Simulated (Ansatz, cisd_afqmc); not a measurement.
System: N, charge 0, quartet.

Total energies in cc-pVTZ, 5 correlated electrons, 1 frozen orbitals. UHF or UKS for unpaired electrons; spin-orbit terms are left out. Correlated methods leave the cores frozen. No relativity. AFQMC/CISD: phaseless, guided by CISD from CCSD amplitudes; bars are statistical, one sigma. Outlying blocks are dropped, and bars are widened where a walk drifts. Over all cases where full CI ran beside it in this data, AFQMC minus full CI had a median of +0.1 mEh and passed +0.4 mEh in a tenth of the cases. Full CI freezes restricted core orbitals and the other rows unrestricted ones, which leaves a small offset even where coupled cluster is exact.

```tsv
method	program	energy (Eh)	error against FCI (mEh)
HF	Ansatz	-54.40069	114.18
MP2	Ansatz	-54.49662	18.25
CCSD	Ansatz	-54.51243	2.44
CCSD(T)	Ansatz	-54.51471	0.16
CCSDT(Q)	Ansatz	-54.51507	-0.20
CCSDTQ	Ansatz	-54.51507	-0.20
AFQMC/CISD	cisd_afqmc	-54.5150 ± 0.0001	-0.1 ± 0.1
FCI	Ansatz	-54.51487	0.00
```

Ansatz is an electronic-structure program.
